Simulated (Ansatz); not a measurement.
57-crown-19 (C38H76O19), relaxed as a singlet with RKS r2SCAN-D4/def2-SVP in Ansatz, starting from the GFN2-xTB geometry. Force threshold 0.03 eV/Å.

Single mean-field runs in def2-SVP are fitted with def2-universal-jkfit.

Start:

```xyz
133

C     9.522    3.206   -4.362
C     9.509    3.558   -2.863
O     8.273    4.017   -2.378
C     7.841    5.241   -2.930
C     6.747    5.811   -2.030
O     6.351    7.051   -2.574
C     5.616    7.873   -1.701
C     4.189    7.354   -1.431
O     3.340    8.331   -0.884
C     3.613    8.680    0.456
C     2.398    9.407    1.025
O     1.509    8.466    1.575
C     0.308    9.048    2.020
C    -0.501    8.008    2.787
O    -0.034    7.978    4.118
C    -0.489    6.894    4.888
C    -1.960    7.043    5.327
O    -2.302    6.211    6.411
C    -2.426    4.846    6.081
C    -3.020    4.114    7.280
O    -3.142    2.752    6.941
C    -3.642    1.964    7.996
C    -3.772    0.531    7.489
O    -4.225   -0.281    8.548
C    -4.220   -1.661    8.264
C    -5.374   -2.089    7.339
O    -5.517   -3.489    7.224
C    -4.464   -4.194    6.607
C    -4.012   -3.639    5.242
O    -5.061   -3.270    4.375
C    -5.906   -4.304    3.918
C    -5.195   -5.283    2.962
O    -6.079   -6.089    2.220
C    -6.735   -5.434    1.155
C    -7.283   -6.491    0.199
O    -7.911   -5.809   -0.863
C    -8.588   -6.621   -1.784
C    -7.698   -7.609   -2.551
O    -6.592   -6.908   -3.062
C    -5.750   -7.686   -3.877
C    -4.478   -6.876   -4.124
O    -3.722   -7.504   -5.139
C    -2.340   -7.261   -5.086
C    -1.942   -5.804   -5.357
O    -0.538   -5.770   -5.477
C    -0.008   -4.467   -5.587
C     1.497   -4.606   -5.791
O     2.112   -3.345   -5.663
C     3.507   -3.412   -5.852
C     4.109   -2.033   -5.552
O     5.452   -1.912   -5.949
C     6.374   -2.657   -5.178
C     7.800   -2.293   -5.614
O     8.384   -1.270   -4.851
C     7.892    0.026   -5.130
C     8.666    1.000   -4.245
O     8.525    2.304   -4.765
H    10.522    2.812   -4.604
H     9.345    4.105   -4.957
H     9.729    2.669   -2.267
H    10.297    4.309   -2.687
H     8.674    5.959   -2.980
H     7.435    5.104   -3.939
H     5.910    5.103   -1.988
H     7.140    5.942   -1.012
H     5.547    8.841   -2.205
H     6.160    7.998   -0.752
H     3.737    7.073   -2.386
H     4.225    6.471   -0.776
H     3.799    7.780    1.057
H     4.493    9.336    0.512
H     1.915    9.965    0.210
H     2.713   10.121    1.802
H    -0.272    9.420    1.161
H     0.518    9.890    2.694
H    -0.364    7.028    2.312
H    -1.566    8.276    2.755
H     0.138    6.885    5.784
H    -0.346    5.952    4.339
H    -2.635    6.854    4.478
H    -2.112    8.065    5.684
H    -3.088    4.717    5.213
H    -1.451    4.401    5.841
H    -2.362    4.242    8.151
H    -4.001    4.543    7.528
H    -4.625    2.329    8.324
H    -2.962    1.991    8.859
H    -4.470    0.515    6.642
H    -2.790    0.185    7.133
H    -4.333   -2.161    9.230
H    -3.252   -1.948    7.826
H    -5.265   -1.633    6.348
H    -6.317   -1.752    7.777
H    -3.578   -4.243    7.258
H    -4.855   -5.208    6.493
H    -3.446   -2.714    5.382
H    -3.347   -4.379    4.777
H    -6.361   -4.849    4.753
H    -6.695   -3.779    3.375
H    -4.580   -5.990    3.526
H    -4.546   -4.700    2.291
H    -7.565   -4.811    1.512
H    -6.035   -4.792    0.604
H    -7.999   -7.136    0.729
H    -6.452   -7.112   -0.158
H    -9.029   -5.915   -2.491
H    -9.389   -7.192   -1.286
H    -8.291   -8.056   -3.365
H    -7.363   -8.425   -1.891
H    -6.233   -7.912   -4.838
H    -5.502   -8.640   -3.388
H    -3.902   -6.814   -3.193
H    -4.770   -5.860   -4.420
H    -1.901   -7.891   -5.862
H    -1.927   -7.562   -4.113
H    -2.420   -5.453   -6.284
H    -2.268   -5.153   -4.532
H    -0.457   -3.929   -6.433
H    -0.199   -3.888   -4.671
H     1.698   -5.039   -6.781
H     1.886   -5.304   -5.033
H     3.933   -4.175   -5.182
H     3.744   -3.693   -6.889
H     3.996   -1.813   -4.481
H     3.562   -1.283   -6.127
H     6.253   -2.428   -4.110
H     6.216   -3.733   -5.325
H     7.772   -2.020   -6.678
H     8.456   -3.156   -5.474
H     6.815    0.095   -4.941
H     8.068    0.278   -6.186
H     8.295    0.944   -3.214
H     9.723    0.698   -4.253
```

**Question.** Estimate the energy that the relaxation releases and the steps that it takes.

**Answer.** 11.3 kcal/mol, in 33 steps; 2.5 min on 11 threads of AMD EPYC 7R13 on a shared host and a whole NVIDIA H100 80GB HBM3. The force fell under the threshold at step 29, but the optimiser went on and released 0.002 eV more. No frequencies were taken in this run, so the end may be a saddle point.

**Question.** Does the start keep its bonding and symmetry?

**Answer.** By distances, no bond broke or formed. The bond that changes most is C10–C11, from 1.53 to 1.51 Å (atoms count from 1).

**Question.** Predict the relaxed structure.

**Answer.** 
Cartesian coordinates in Å:
```
C 8.776 3.468 -5.462
C 9.092 4.300 -4.219
O 7.985 4.521 -3.384
C 6.896 5.164 -4.003
C 5.958 5.614 -2.902
O 4.816 6.169 -3.512
C 4.094 7.071 -2.707
C 3.336 6.384 -1.570
O 2.522 7.293 -0.866
C 3.195 8.038 0.122
C 2.189 8.863 0.883
O 1.407 8.019 1.687
C 0.354 8.693 2.323
C -0.321 7.757 3.293
O 0.536 7.549 4.393
C 0.220 6.431 5.186
C -0.998 6.676 6.079
O -1.201 5.649 7.021
C -1.701 4.447 6.486
C -2.246 3.626 7.636
O -2.668 2.392 7.115
C -3.262 1.553 8.071
C -3.628 0.260 7.375
O -4.319 -0.546 8.301
C -4.447 -1.896 7.919
C -5.439 -2.081 6.771
O -5.690 -3.440 6.469
C -4.616 -4.178 5.930
C -3.872 -3.490 4.788
O -4.703 -2.875 3.828
C -5.720 -3.676 3.259
C -5.164 -4.791 2.374
O -6.173 -5.495 1.690
C -6.788 -4.772 0.647
C -7.383 -5.769 -0.326
O -7.972 -5.020 -1.358
C -8.641 -5.763 -2.344
C -7.791 -6.836 -3.002
O -6.572 -6.263 -3.400
C -5.700 -7.168 -4.027
C -4.343 -6.501 -4.122
O -3.500 -7.341 -4.878
C -2.129 -7.193 -4.610
C -1.566 -5.855 -5.069
O -0.184 -5.880 -4.817
C 0.453 -4.649 -5.043
C 1.926 -4.838 -4.751
O 2.556 -3.589 -4.871
C 3.946 -3.648 -4.674
C 4.474 -2.220 -4.701
O 5.880 -2.160 -4.692
C 6.485 -2.497 -3.462
C 7.935 -2.052 -3.486
O 8.129 -0.673 -3.305
C 7.715 0.156 -4.372
C 8.499 1.446 -4.260
O 7.972 2.346 -5.208
H 9.743 3.180 -5.934
H 8.221 4.069 -6.200
H 9.837 3.787 -3.590
H 9.547 5.259 -4.554
H 7.226 6.047 -4.590
H 6.353 4.484 -4.688
H 5.714 4.742 -2.263
H 6.472 6.360 -2.260
H 3.363 7.570 -3.363
H 4.772 7.853 -2.303
H 2.673 5.615 -2.001
H 4.038 5.872 -0.880
H 3.722 7.364 0.831
H 3.952 8.722 -0.317
H 1.558 9.419 0.156
H 2.725 9.615 1.502
H -0.392 9.055 1.581
H 0.725 9.579 2.881
H -0.538 6.798 2.778
H -1.290 8.203 3.602
H 1.092 6.238 5.833
H 0.068 5.534 4.549
H -1.913 6.817 5.464
H -0.831 7.605 6.648
H -2.512 4.642 5.753
H -0.921 3.856 5.965
H -1.453 3.495 8.403
H -3.083 4.171 8.121
H -4.179 2.010 8.500
H -2.573 1.347 8.917
H -4.238 0.502 6.482
H -2.706 -0.245 7.016
H -4.810 -2.447 8.802
H -3.451 -2.311 7.650
H -5.112 -1.535 5.866
H -6.408 -1.656 7.078
H -3.863 -4.455 6.699
H -5.066 -5.124 5.584
H -3.239 -2.675 5.175
H -3.181 -4.234 4.337
H -6.395 -4.095 4.031
H -6.317 -2.984 2.645
H -4.631 -5.542 2.981
H -4.431 -4.348 1.665
H -7.588 -4.099 1.014
H -6.050 -4.146 0.104
H -8.125 -6.410 0.196
H -6.573 -6.425 -0.700
H -8.954 -5.028 -3.103
H -9.556 -6.249 -1.938
H -8.353 -7.252 -3.866
H -7.607 -7.684 -2.306
H -6.052 -7.439 -5.045
H -5.611 -8.112 -3.448
H -3.939 -6.342 -3.100
H -4.467 -5.503 -4.587
H -1.607 -8.001 -5.148
H -1.914 -7.316 -3.527
H -1.783 -5.705 -6.149
H -2.048 -5.018 -4.519
H 0.316 -4.305 -6.090
H 0.047 -3.855 -4.381
H 2.357 -5.579 -5.458
H 2.044 -5.255 -3.728
H 4.179 -4.140 -3.705
H 4.446 -4.239 -5.471
H 4.041 -1.648 -3.855
H 4.139 -1.743 -5.635
H 5.962 -2.001 -2.617
H 6.453 -3.592 -3.281
H 8.387 -2.397 -4.441
H 8.468 -2.546 -2.657
H 6.632 0.381 -4.325
H 7.900 -0.328 -5.351
H 8.405 1.838 -3.229
H 9.576 1.246 -4.449
```
Bond lengths: 38 × C–O 1.40 to 1.41 Å; 19 × C–C 1.51 to 1.53 Å; 76 × C–H 1.10 to 1.11 Å.
